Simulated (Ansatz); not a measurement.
One change: `B[Te]C` becomes `B[Se]C`.

Ansatz, PBE0-D4/def2-TZVP geometries, multiplicity 1. 

Elements past krypton have def2 core potentials. Scalar relativity is left out up to krypton.

```json
{"property": "HOMO–LUMO gap (PBE/def2-TZVPP) / eV", "`B[Te]C`": "3.58"}
{"property": "HOMO energy (B3LYP/def2-TZVPP) / eV", "`B[Te]C`": "-6.61"}
{"property": "HOMO energy (PBE0/def2-TZVPP) / eV", "`B[Te]C`": "-6.82"}
{"property": "HOMO–LUMO gap (ωB97M-V/def2-TZVPP) / eV", "`B[Te]C`": "9.23"}
{"property": "LUMO energy (ωB97M-V/def2-TZVPP) / eV", "`B[Te]C`": "0.38"}
{"property": "HOMO–LUMO gap (PBE0/def2-TZVPP) / eV", "`B[Te]C`": "5.35"}
```

(1) What does the change do to each property? (Best estimate.)

Results:

(1) The calculation gave: 
| property | `B[Se]C` | shift |
| --- | --- | --- |
| HOMO–LUMO gap (PBE/def2-TZVPP) / eV | 4.27 | 0.69 |
| HOMO energy (B3LYP/def2-TZVPP) / eV | -7.19 | -0.58 |
| HOMO energy (PBE0/def2-TZVPP) / eV | -7.42 | -0.60 |
| HOMO–LUMO gap (ωB97M-V/def2-TZVPP) / eV | 10.23 | 1.00 |
| LUMO energy (ωB97M-V/def2-TZVPP) / eV | 0.68 | 0.30 |
| HOMO–LUMO gap (PBE0/def2-TZVPP) / eV | 6.20 | 0.85 |

With PBE0 the HOMO falls by 0.60 eV and the LUMO rises by 0.25 eV, so the gap widens by about 0.85 eV. PBE moves the HOMO by -0.49 eV and ωB97M-V by -0.70 eV.

B3LYP here is the variant with VWN-RPA as its local correlation; programs differ in this.

Spin–orbit coupling is left out; it splits and shifts lone-pair levels of the heavy atoms by tenths of an eV.
